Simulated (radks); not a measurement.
The numbers below are computed, except where a source is named.
Spherical quantum dot in the effective-mass picture: electrons in a parabolic well V = omega^2 r^2 / 2 with omega = 0.108, all in effective atomic units (hartree* = m*/eps^2 hartree, bohr* = eps/m* bohr), one dielectric constant everywhere. Level of theory: non-relativistic Kohn-Sham, LDA (Slater exchange, Perdew-Wang correlation), spin-polarised, spherical densities (a radial shooting solver with Libxc functionals). Levels are named by radial order and angular momentum (1s, 1p, 1d, 2s, ...), and open shells are averaged over m.

N = 12, configuration 1s2 1p6 1d(up 4, down 0). This is the lowest configuration that the search found. Occupied and some empty levels:

level,occupation,eigenvalue (hartree*),<r> (bohr*)
1s up,1,1.6405,6.565
1s down,1,1.6525,6.297
1p up,3,1.6704,7.552
1p down,3,1.6851,7.484
1d up,4,1.7104,8.248
1d down,0,1.7260,8.266
2s up,0,1.7379,6.472
2s down,0,1.7450,6.605
1f up,0,1.7587,8.814
1f down,0,1.7740,8.873
2p up,0,1.7949,7.474
2p down,0,1.8034,7.485

Energy (hartree*): total 12.1040, kinetic 0.74342, external 4.3321, Hartree 8.5569, exchange-correlation -1.5284.
